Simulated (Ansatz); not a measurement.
The HOMO–LUMO gap down a group: B to In

One atom is swapped for its congeners: Se(BH2)(CH3); Se(AlH2)(CH3); Se(CH3)(GaH2); Se(CH3)(InH2). All are singlets with charge 0.

Shapes, held fixed at every level: PBE0-D4/def2-TZVP. Programs: Ansatz 0.2.0. Values in eV.

```tsv
level	Se(BH2)(CH3)	Se(CH3)(GaH2)	Se(CH3)(InH2)
SPW92/def2-TZVPP	4.19	3.55	3.21
PBE-D4/def2-TZVPP	4.27	3.65	3.31
B3LYP-D4/def2-TZVPP	5.79	4.98	4.56
BHLYP-D4/def2-TZVPP	8.06	7.07	6.54
r2SCAN0-D4/def2-TZVPP	6.53	5.73	5.31
wB97M-V/def2-TZVPP	10.23	9.20	8.56
```

(1) Estimate the column for Se(AlH2)(CH3) from its neighbours.

Results:

(1) The mean of the neighbours at wB97M-V/def2-TZVPP is 9.71 eV, against 9.28 from the run: the member lies nearer Ga. All rows: SPW92/def2-TZVPP 3.70; PBE-D4/def2-TZVPP 3.79; B3LYP-D4/def2-TZVPP 5.16; BHLYP-D4/def2-TZVPP 7.23; r2SCAN0-D4/def2-TZVPP 5.90; wB97M-V/def2-TZVPP 9.28 eV. At wB97M-V/def2-TZVPP the HOMO–LUMO gap falls at every step, from 10.23 to 8.56 eV. Every level shows the same order. For atoms past krypton def2 sets carry core potentials with scalar relativity. Relativity is left out for Ga, Se unless named. Orbital gaps aren't excitation energies, and the LUMO depends on the basis.
